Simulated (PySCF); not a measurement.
In(Cl)2(OAc) (C2H3Cl2InO2), SMILES CC(=O)[O][In]([Cl])[Cl]. The structure is a stationary point at PBE-D3(BJ)/def2-SVP. The def2 effective core potentials stand for the cores of In; spin–orbit coupling is left out. The values are those of a single conformer.

Computed equilibrium geometry at PBE-D3(BJ)/def2-SVP (PySCF confirms it by a frequency run) as a Z-matrix (one conformer of several):
```
C
O 1 1.2823
O 1 1.2829 2 120.02
C 1 1.5026 2 120.11 3 -178.63
H 4 1.1037 1 110.69 2 -22.04
H 4 1.1050 5 111.30 1 122.89
H 4 1.1094 5 108.65 6 118.39
In 3 2.2330 1 90.21 2 -0.23
Cl 8 2.3453 3 114.73 1 105.41
Cl 8 2.3457 3 114.46 1 -104.96
```
